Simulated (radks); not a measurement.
Q: These are the eigenvalues of the occupied orbitals of an atom or ion with whole-number occupations (eV). Method: scalar-relativistic Kohn-Sham, OLYP, spin-polarised, spherical densities, finite nucleus; Fermi nuclear charge, rms radius of each element as measured or else 0.836 A^(1/3) + 0.57 fm; computed with a radial shooting solver on a logarithmic mesh with Libxc functionals.

| orbital | eigenvalue |
|---|---|
| 1s up | -71632.09 |
| 1s down | -71632.09 |
| 2s up | -12429.34 |
| 2s down | -12429.08 |
| 2p up | -10851.52 |
| 2p down | -10851.31 |
| 3s up | -2880.517 |
| 3s down | -2880.415 |
| 3p up | -2415.024 |
| 3p down | -2414.909 |
| 3d up | -1887.119 |
| 3d down | -1886.926 |
| 4s up | -603.2178 |
| 4s down | -602.9879 |
| 4p up | -450.4108 |
| 4p down | -450.2007 |
| 4d up | -258.6341 |
| 4d down | -258.3860 |
| 5s up | -88.8489 |
| 5s down | -86.6642 |
| 5p up | -50.8849 |
| 5p down | -47.9798 |
| 4f up | -45.5689 |
| 4f down | -45.0776 |
| 5d up | -9.0471 |
| 6p up | -2.8691 |

Which element is it, and in what charge state? The configuration may be excited. Open shells, if any, are filled with parallel spins first.

A: Z = 75, rhenium, charge 0: Re in [Xe] 4f14 5d5 6p2. The list shows which subshells hold electrons but not how many an open one holds; the 1s level, -2632.4 hartree, gives Z - s = 72.6 by -(Z - s)^2/2, which with screening and relativity narrows Z to a few neighbours, and the depths of the outer levels then fix element, charge and occupations together.
